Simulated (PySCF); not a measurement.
# Electronic structure of K⁻ (potassium, charge -1) at the UHF level

Configuration: [Ar] 4s2, closed-shell 1S. All numbers are calculated (PySCF 2.14, scalar relativity by spin-free X2C-1e, in aug-cc-pVQZ-X2C (8s7p5d3f2g, 93 functions)).

```
Total energy                        : -601.461399 hartree
One-electron energy                 : -829.2199 hartree
Hartree (Coulomb) energy            : 260.6747 hartree
Exchange energy                     : -32.9162 hartree
⟨S²⟩                                : 0.0000
⟨L²⟩                                : 0.000
Sum of ⟨r⟩                          : 28.87 bohr
Sum of ⟨r²⟩                         : 153.9 bohr²
Langevin diamagnetic susceptibility : -122 ×10⁻⁶ cm³/mol
```

```json
{"shell": "1s", "electrons": "2", "mean orbital energy (eV)": "-3646.7", "rms radius, mean of both spins (bohr)": "0.0937"}
{"shell": "2s", "electrons": "2", "mean orbital energy (eV)": "-394.03", "rms radius, mean of both spins (bohr)": "0.418"}
{"shell": "2p", "electrons": "6", "mean orbital energy (eV)": "-310.30", "rms radius, mean of both spins (bohr)": "0.388"}
{"shell": "3s", "electrons": "2", "mean orbital energy (eV)": "-44.624", "rms radius, mean of both spins (bohr)": "1.37"}
{"shell": "3p", "electrons": "6", "mean orbital energy (eV)": "-22.640", "rms radius, mean of both spins (bohr)": "1.56"}
{"shell": "4s", "electrons": "2", "mean orbital energy (eV)": "-0.269", "rms radius, mean of both spins (bohr)": "8.19"}
```

The outer electron is barely bound at this level, so radii and moments hang on the diffuse functions.

Densities and radii are taken from the X2C orbitals without a picture-change correction, which distorts them close to the nucleus.

Spin-orbit constants ζ (cm⁻¹) from the X2C one-electron operator on these orbitals: bare nucleus, nucleus screened by l(l+1)(2l+1)/3 electrons, and screened by the Breit-Pauli mean field of the electrons.

```tsv
shell	bare	screened nucleus	mean field
2p	16910	15130	n/a
3p	1442	1290	n/a
```
